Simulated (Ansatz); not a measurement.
The cluster Ga₂Te₃⁺, 5 atoms. Hardware: 4 threads of Arm Neoverse V2 on a shared host.

In the def2 sets Te takes a core potential; there is no spin–orbit coupling. Correlated methods freeze 30 core orbitals; core or outer-core shells of Ga, Te are correlated, in sets that lack core-valence functions.

Question: How many basis functions does each of these Ansatz runs have, and roughly what does it cost? PBE-D4/def2-TZVP, charge 1 doublet, energy and forces, from earlier orbitals; PBE0-D4/def2-SVP, charge 1 doublet, energy, from earlier orbitals; RPA@PBE/def2-TZVP, charge 1 doublet, energy, from earlier orbitals; PBE-D4/def2-SVP, charge 1 doublet, energy, from earlier orbitals; HF/STO-3G, charge 1 doublet, energy; LC-ωPBE/def2-TZVP, charge 1 doublet, energy, from earlier orbitals; r2SCAN-D4/def2-TZVP, charge 1 doublet, energy, from earlier orbitals; PBE-D4/def2-SVP, charge 1 doublet, energy with a search over starts; PBE0-D4/def2-TZVP, charge 1 doublet, energy, from earlier orbitals; B2PLYP/def2-TZVP, charge 1 doublet, energy, from earlier orbitals; r2SCAN-D4/def2-SVP, charge 1 doublet, relaxation, 5 steps; MP2/def2-TZVP, charge 1 doublet, energy, from earlier orbitals.

Answer: Other jobs shared the machine, so times can vary by a factor of up to 3. A dash marks memory too small to be measured apart from the calling script's.

```csv
run,functions,fitting or Cholesky vectors,wall time,peak host memory (GiB)
"PBE-D4/def2-SVP, charge 1 doublet, energy, from earlier orbitals",142,1670,3.3 s,–
"PBE0-D4/def2-SVP, charge 1 doublet, energy, from earlier orbitals",142,1637,6 s,0.81
"PBE-D4/def2-TZVP, charge 1 doublet, energy and forces, from earlier orbitals",246,1894,7.5 s,–
"PBE-D4/def2-SVP, charge 1 doublet, energy with a search over starts",142,1670,9.5 s,–
"PBE0-D4/def2-TZVP, charge 1 doublet, energy, from earlier orbitals",246,2080,13 s,1.3
"r2SCAN-D4/def2-TZVP, charge 1 doublet, energy, from earlier orbitals",246,1894,14 s,0.6
"RPA@PBE/def2-TZVP, charge 1 doublet, energy, from earlier orbitals",246,2080,17 s,1.1
"B2PLYP/def2-TZVP, charge 1 doublet, energy, from earlier orbitals",246,2080,20 s,1.3
"MP2/def2-TZVP, charge 1 doublet, energy, from earlier orbitals",246,2080,20 s,1.3
"LC-ωPBE/def2-TZVP, charge 1 doublet, energy, from earlier orbitals",246,1894,23 s,1.6
"r2SCAN-D4/def2-SVP, charge 1 doublet, relaxation, 5 steps",142,1670,24 s,–
"HF/STO-3G, charge 1 doublet, energy",117,1211,39 s,1.8
```
